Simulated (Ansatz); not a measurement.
Relaxation of In3N3H12, a cluster cut from zinc blende InN (hydrogen-capped) with RKS PBE-D4/def2-SVP.

```sh
$ ansatz run in.yaml --threads 4 --pin off --events-out ev --progress --plain --max-ram 4787MiB
```

```yaml
crystal:
  periodic: [false, false, false]
  atoms:
    - {symbol: In, position_ang: [-0.635180, -0.627990, 1.989600]}
    - {symbol: In, position_ang: [1.986350, -0.638220, -0.636340]}
    - {symbol: In, position_ang: [-0.629210, 1.990320, -0.631940]}
    - {symbol: N, position_ang: [-1.804690, 0.551780, 0.546900]}
    - {symbol: N, position_ang: [0.547460, 0.547800, -1.805290]}
    - {symbol: N, position_ang: [0.549980, -1.802490, 0.554710]}
    - {symbol: H, position_ang: [-1.738490, -1.728450, 2.652430]}
    - {symbol: H, position_ang: [0.395940, 0.404490, 2.818850]}
    - {symbol: H, position_ang: [2.643240, -1.743970, -1.736680]}
    - {symbol: H, position_ang: [2.824990, 0.392420, 0.387700]}
    - {symbol: H, position_ang: [-1.732850, 2.654010, -1.731920]}
    - {symbol: H, position_ang: [0.406690, 2.816450, 0.398370]}
    - {symbol: H, position_ang: [-2.349230, -0.061090, -0.063140]}
    - {symbol: H, position_ang: [-2.501180, 1.081310, 1.074690]}
    - {symbol: H, position_ang: [-0.062780, -0.064750, -2.350330]}
    - {symbol: H, position_ang: [1.079260, 1.074180, -2.500940]}
    - {symbol: H, position_ang: [-0.060430, -2.351200, -0.054530]}
    - {symbol: H, position_ang: [1.080140, -2.494610, 1.087870]}
basis:
  gaussian: {orbitals: def2-SVP}
hamiltonian: {xc: pbe, dispersion: d4}
scf: {lower_state_search: "off"}
output: {orbitals: {seedname: orbitals}}
relax: {f_tol: 0.02, max_steps: 100}
```

It took 10 s on 4 threads of Arm Neoverse V2 on a shared host.

Positions (Å) and forces (eV/Å) at steps 1, 2, 3, 4, 5 of 5:

```xyz
18
step=1 energy=-20179.0872 eV
In   -0.635   -0.628    1.990   -0.165   -0.167    0.280
In    1.986   -0.638   -0.636    0.277   -0.158   -0.165
In   -0.629    1.990   -0.632   -0.172    0.277   -0.179
N    -1.805    0.552    0.547    0.215   -0.071   -0.058
N     0.547    0.548   -1.805   -0.065   -0.086    0.217
N     0.550   -1.802    0.555   -0.082    0.206   -0.072
H    -1.738   -1.728    2.652   -0.490   -0.490    0.269
H     0.396    0.404    2.819    0.468    0.468    0.274
H     2.643   -1.744   -1.737    0.267   -0.500   -0.500
H     2.825    0.392    0.388    0.284    0.477    0.475
H    -1.733    2.654   -1.732   -0.486    0.273   -0.488
H     0.407    2.816    0.398    0.466    0.270    0.466
H    -2.349   -0.061   -0.063   -0.239   -0.170   -0.178
H    -2.501    1.081    1.075   -0.280    0.174    0.173
H    -0.063   -0.065   -2.350   -0.175   -0.160   -0.238
H     1.079    1.074   -2.501    0.173    0.178   -0.284
H    -0.060   -2.351   -0.055   -0.165   -0.243   -0.159
H     1.080   -2.495    1.088    0.170   -0.277    0.168
18
step=2 energy=-20179.3012 eV
In   -0.696   -0.690    2.089    0.110    0.110   -0.100
In    2.085   -0.699   -0.696   -0.098    0.110    0.104
In   -0.691    2.088   -0.696    0.113   -0.097    0.115
N    -1.788    0.559    0.556    0.164    0.061    0.056
N     0.556    0.554   -1.791    0.053    0.061    0.166
N     0.557   -1.788    0.562    0.056    0.167    0.060
H    -1.855   -1.847    2.748    0.129    0.129   -0.102
H     0.411    0.419    2.866   -0.126   -0.127    0.002
H     2.735   -1.862   -1.855   -0.100    0.131    0.131
H     2.871    0.409    0.405   -0.003   -0.129   -0.127
H    -1.849    2.752   -1.852    0.128   -0.105    0.127
H     0.420    2.860    0.411   -0.125    0.005   -0.124
H    -2.350   -0.049   -0.054   -0.117   -0.060   -0.055
H    -2.486    1.094    1.088   -0.185    0.053    0.052
H    -0.055   -0.051   -2.354   -0.052   -0.059   -0.116
H     1.092    1.088   -2.487    0.053    0.052   -0.187
H    -0.051   -2.357   -0.042   -0.052   -0.115   -0.054
H     1.094   -2.480    1.101    0.052   -0.186    0.052
18
step=3 energy=-20179.3336 eV
In   -0.714   -0.708    2.055   -0.009   -0.010   -0.006
In    2.051   -0.717   -0.715   -0.006   -0.009   -0.009
In   -0.709    2.054   -0.713   -0.009   -0.005   -0.009
N    -1.807    0.602    0.598   -0.386   -0.006   -0.008
N     0.599    0.597   -1.809   -0.007   -0.006   -0.385
N     0.600   -1.807    0.605   -0.005   -0.385   -0.003
H    -1.888   -1.881    2.594   -0.021   -0.021    0.016
H     0.339    0.346    2.938    0.012    0.012    0.039
H     2.583   -1.895   -1.888    0.016   -0.021   -0.020
H     2.941    0.335    0.333    0.039    0.012    0.012
H    -1.882    2.596   -1.886   -0.021    0.016   -0.021
H     0.347    2.935    0.339    0.013    0.039    0.012
H    -2.490    0.052    0.047    0.216    0.010    0.012
H    -2.434    1.186    1.180    0.117    0.015    0.015
H     0.047    0.048   -2.492    0.011    0.009    0.216
H     1.183    1.179   -2.435    0.016    0.016    0.117
H     0.050   -2.495    0.059    0.007    0.215    0.006
H     1.185   -2.428    1.191    0.017    0.117    0.016
18
step=4 energy=-20179.3473 eV
In   -0.713   -0.707    2.062    0.015    0.015    0.020
In    2.058   -0.717   -0.714    0.020    0.015    0.014
In   -0.708    2.061   -0.713    0.014    0.020    0.014
N    -1.809    0.606    0.602   -0.041   -0.002   -0.002
N     0.602    0.600   -1.811   -0.002   -0.002   -0.041
N     0.603   -1.809    0.608   -0.002   -0.041   -0.002
H    -1.891   -1.884    2.595   -0.009   -0.009   -0.001
H     0.330    0.336    2.976   -0.007   -0.007   -0.001
H     2.584   -1.898   -1.891   -0.001   -0.009   -0.009
H     2.979    0.326    0.324   -0.001   -0.007   -0.007
H    -1.885    2.597   -1.889   -0.009   -0.001   -0.009
H     0.337    2.973    0.330   -0.007   -0.001   -0.007
H    -2.447    0.033    0.029    0.019    0.005    0.005
H    -2.451    1.179    1.173    0.021   -0.010   -0.010
H     0.028    0.029   -2.450    0.005    0.005    0.019
H     1.175    1.172   -2.453   -0.010   -0.010    0.021
H     0.031   -2.452    0.039    0.005    0.019    0.005
H     1.177   -2.446    1.183   -0.010    0.021   -0.010
18
step=5 energy=-20179.3478 eV
In   -0.715   -0.709    2.066    0.003    0.003   -0.004
In    2.063   -0.718   -0.716   -0.004    0.003    0.003
In   -0.710    2.066   -0.714    0.003   -0.004    0.003
N    -1.805    0.608    0.604    0.006    0.003    0.003
N     0.604    0.602   -1.807    0.003    0.003    0.006
N     0.605   -1.805    0.610    0.003    0.006    0.003
H    -1.898   -1.890    2.582   -0.001   -0.001    0.000
H     0.321    0.327    2.995   -0.004   -0.004   -0.001
H     2.571   -1.904   -1.897    0.000   -0.001   -0.001
H     2.998    0.318    0.315   -0.001   -0.003   -0.003
H    -1.891    2.584   -1.896   -0.001    0.000   -0.001
H     0.329    2.992    0.321   -0.003   -0.001   -0.004
H    -2.441    0.034    0.030    0.001    0.002    0.002
H    -2.447    1.181    1.174   -0.005   -0.001   -0.001
H     0.028    0.029   -2.443    0.002    0.001    0.001
H     1.177    1.173   -2.449   -0.001   -0.001   -0.005
H     0.032   -2.445    0.040    0.002    0.001    0.002
H     1.179   -2.442    1.185   -0.001   -0.005   -0.001
```

In the def2 sets In takes a core potential; there is no spin–orbit coupling.
